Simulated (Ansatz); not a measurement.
Consider the redistribution: `[Cl][InH][Cl]` + `O[Si](F)(O[SiH3])O[SiH3]` → `[OH][InH][Cl]` + `F[Si](Cl)(O[SiH3])O[SiH3]`.

Isolated molecules relaxed with PBE0-D4/def2-TZVP in Ansatz; ΔE leaves out vibrations. CCSD(T)/CBS is the MP2 limit (def2-TZVPP, def2-QZVPP) plus CCSD(T) − MP2 in def2-TZVPP, frozen cores. DFT in def2-TZVPP. def2 core potentials past Kr. For In outer-core shells are correlated without core-valence functions, which leaves a few kJ/mol of doubt a bond. Each species was taken in one conformer, which may not be the lowest.

`[Cl][InH][Cl]`:

Cartesian coordinates in Å:
```
Cl -1.323 1.744 -0.154
In 0.184 0.013 0.128
Cl -0.431 -1.867 -1.069
H 1.570 0.110 1.096
```

`O[Si](F)(O[SiH3])O[SiH3]`:

Cartesian coordinates in Å:
```
O 2.056 -0.510 -0.772
Si 0.479 -0.770 -0.507
F 0.152 -2.307 -0.707
O 0.157 -0.358 1.010
Si 0.767 -0.069 2.508
O -0.448 0.047 -1.535
Si -1.799 0.951 -1.752
H 2.425 -0.710 -1.633
H 1.683 -1.166 2.908
H 1.502 1.219 2.510
H -0.376 0.004 3.448
H -1.928 1.944 -0.655
H -2.997 0.074 -1.771
H -1.671 1.651 -3.052
```

`[OH][InH][Cl]`:

Cartesian coordinates in Å:
```
O 0.570 1.248 0.632
In 0.259 -0.447 -0.318
Cl -2.002 -1.013 -0.208
H -0.243 1.601 1.003
H 1.415 -1.390 -1.109
```

`F[Si](Cl)(O[SiH3])O[SiH3]`:

```xyz
13

F     1.463    1.649   -1.183
Si    0.299    0.803   -0.537
Cl   -1.349    1.990   -0.465
O     0.035   -0.472   -1.461
Si   -0.977   -1.610   -2.078
O     0.725    0.359    0.940
Si    0.869    0.709    2.541
H    -2.256   -0.974   -2.478
H    -0.312   -2.214   -3.255
H    -1.232   -2.647   -1.048
H     1.037   -0.573    3.263
H     2.054    1.574    2.752
H    -0.355    1.405    3.009
```

```tsv
level	ΔE (kJ/mol)	difference from CCSD(T)/CBS
PBE-D4	84.0	-10.2
r2SCAN-D4	94.6	0.4
ωB97X-V	95.1	0.9
ωB97M-V	97.0	2.8
B2PLYP	97.1	2.9
PBE	85.8	-8.4
r2SCAN	95.0	0.8
PBE0	97.5	3.3
MP2/def2-TZVPP	93.7	-0.5
SCS-MP2/def2-TZVPP	96.1	1.9
CCSD/def2-TZVPP	102.3	8.1
MP2/def2-QZVPP	91.8	-2.4
SCS-MP2/def2-QZVPP	94.4	0.2
HF/CBS(def2)	125.5	31.3
MP2/CBS(def2)	90.4	-3.8
CCSD/CBS(def2)	99.0	4.8
CCSD(T)/CBS	94.2	0
```

Largest T1 diagnostic among the species: 0.015.

From PBE to PBE0 (25 % exact exchange), in def2-TZVPP and without D4, ΔE moves by +11.7 kJ/mol. The D4 term adds −3.2 kJ/mol with B3LYP and −1.7 kJ/mol with PBE0; it sums over pairs of atoms, weighted by their polarisabilities, and B3LYP, whose exchange is more repulsive, gets the larger term.

B3LYP here is the variant with VWN-RPA as its local correlation; programs differ in this.
